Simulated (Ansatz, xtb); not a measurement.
# C5H6O3S: which of two isomers lies lower

Structure a: `O=C(O)[C@@H]1C=C[S@](=O)C1`, a singlet. Structure b: `C[S@](=O)C1=CCC(=O)O1`, a singlet. Both are isolated molecules in the gas phase, relaxed with PBE-D3(BJ)/def2-SVP; the shapes shown needn't be the lowest conformers.

a (Å):

```xyz
15

C     0.2659    1.7166   -0.3837
C    -1.2389    2.0331   -0.3932
C    -1.8950    1.8356    0.9537
C    -2.6305    0.7165    1.0726
C    -1.9829    1.1228   -1.3713
O     0.8980    1.3720   -1.3590
O     0.8152    1.9167    0.8355
O    -1.2523   -1.2297   -0.1341
S    -2.4949   -0.3892   -0.3880
H     1.7667    1.6915    0.7388
H    -1.3107    3.0947   -0.7208
H    -1.7149    2.5412    1.7802
H    -3.1179    0.3350    1.9812
H    -1.3548    0.7666   -2.2086
H    -2.9165    1.5866   -1.7464
```

b (Å):

```xyz
15

C    -2.2639    0.4610   -2.1956
C    -0.5886    0.3494   -0.0867
C    -0.4441    1.0306    1.0657
C     0.9915    1.4583    1.1288
C     1.5939    0.8942   -0.1603
O    -3.1806   -0.0250    0.3247
O     2.7052    0.9526   -0.6049
O     0.5546    0.2224   -0.8485
S    -2.1021   -0.5021   -0.6255
H    -1.3419    0.3352   -2.7959
H    -2.4326    1.5171   -1.9123
H    -3.1431    0.0502   -2.7261
H    -1.2455    1.2098    1.7907
H     1.1445    2.5595    1.1493
H     1.5517    1.0553    2.0012
```

Quicker runs give these differences E(b) − E(a): GFN2-xTB −0.3 kcal/mol; HF/STO-3G −8.6 kcal/mol (at GFN2-xTB geometries); r2SCAN-D4/def2-SVP +8.7 kcal/mol (at GFN2-xTB geometries).

Which of the two would you expect CCSD(T)/def2-SVP + ΔMP2/def2-TZVPP electronic energies to favour?

Structure a; the calculation gives E(b) − E(a) = +11.2 kcal/mol.

Level by level:

```csv
level,geometry,E(b) − E(a) (kcal/mol),departure from the last row (kcal/mol),"job, with rough time for the two"
GFN2-xTB,GFN2-xTB,−0.3,−11.5,"optimisation, 0.18 s"
HF/STO-3G,GFN2-xTB,−8.6,−19.8,"single point, 0.44 s"
r2SCAN-D4/def2-SVP,GFN2-xTB,+8.7,−2.5,"single point, 4.2 s"
PBE-D3(BJ)/def2-SVP,PBE-D3(BJ)/def2-SVP,+8.1,−3.1,"optimisation, 25 s"
HF/def2-SVP,PBE-D3(BJ)/def2-SVP,+9.6,−1.5,part of the CCSD(T) run
MP2/def2-SVP,PBE-D3(BJ)/def2-SVP,+12.8,+1.6,part of the CCSD(T) run
CCSD(T)/def2-SVP,PBE-D3(BJ)/def2-SVP,+11.9,+0.8,single point
CCSD(T)/def2-SVP + ΔMP2/def2-TZVPP,PBE-D3(BJ)/def2-SVP,+11.2,,"single point, 2.3 min"
```

As drawn, b has 1 C–O, 1 C–H in place of 1 C–C, 1 O–H.

HF/STO-3G puts the two in the other order. GFN2-xTB finds them nearly level. The largest departure from CCSD(T)/def2-SVP + ΔMP2/def2-TZVPP is that of HF/STO-3G, 19.8 kcal/mol. The last row adds to CCSD(T) the change of the MP2 difference between the two basis sets, here −0.8 kcal/mol.

With thermal terms from frequencies at re-optimised GFN2-xTB minima (ideal gas, soft modes damped towards free rotors, one conformer each, 298.15 K, 1 atm): the zero-point term adds −0.9 kcal/mol; ΔH is +10.6 and ΔG +9.8 kcal/mol.

The correlated steps freeze 13 core orbitals. Codes used: Ansatz 0.2.0, xtb 6.7.1; the last row on 4 threads of Arm Neoverse V2 on a shared host.
